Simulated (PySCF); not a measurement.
## Ionisation energy of Eu³⁶⁺ by level of theory

Eu³⁶⁺ [Ar] 3d9 [3d3/2^4 3d5/2^5, M_J = 5/2] → Eu³⁷⁺ [Ar] 3d8 [3d3/2^4 3d5/2^4, M_J = 4], as a difference of total energies. Computed with PySCF 2.14 in an even-tempered Gaussian basis (16 s from 7 bohr⁻², ratio 2.8; 13 p from 9 bohr⁻², ratio 2.8; 8 d from 9 bohr⁻², ratio 2.8; 3 f from 36 bohr⁻², ratio 3), with the two-component X2C-1e Hamiltonian. Correlated levels: [Ne] frozen; the 80 highest virtual spinors dropped. "Screened" scales the spin-orbit matrix elements by Boettger's factors to mimic the two-electron term; Breit and QED terms are absent.

Question: Order these methods by the ionisation energy they give, lowest first.
A. GHF (screened spin-orbit)
B. GMP2 (spin-free)
C. GMP2 (screened spin-orbit)
D. GHF (spin-free)

Answer: A (2592.6 eV), C (2594.0 eV), D (2603.4 eV), B (2604.8 eV).

Breit and QED terms and the two-electron picture change are absent.

The spin-free rows relax to the high-spin LS determinant and lack the spin-orbit shift.

The labels give the starting determinants; with spin-orbit coupling the two ends relaxed to ⟨J²⟩ = 8.75, ⟨L²⟩ = 6.03, ⟨S²⟩ = 0.78 and ⟨J²⟩ = 20.00, ⟨L²⟩ = 12.81, ⟨S²⟩ = 1.83.

For comparison: 2591 ± 5 eV (theoretical estimate listed by NIST; NIST Atomic Spectra Database, ionization energies).
